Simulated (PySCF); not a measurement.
**Removing the step error of a finite difference**

System: CH6O2S2Si, singlet, at a GFN2-xTB geometry. Level: PySCF with PBE/6-31G, polarisability. Sums are taken with unrounded values, so a last digit can differ.

Second differences of the energy in a field along z gave a polarisability along z of 62.159 bohr³ at step 0.005 and 62.308 bohr³ at step 0.02 (atomic units).

Task: Extrapolate to zero step.

Result: The leading error of a symmetric difference goes as h², so A(h) = A0 + c h². Then c = (62.308 - (62.159))/(0.02² - 0.005²) = 399 (atomic units) and A0 = 62.159 - c × 0.005² = 62.149 bohr³. The analytic value from the same program and level is 62.149 bohr³: the smaller step missed it by 0.010, the extrapolation by 0.000.
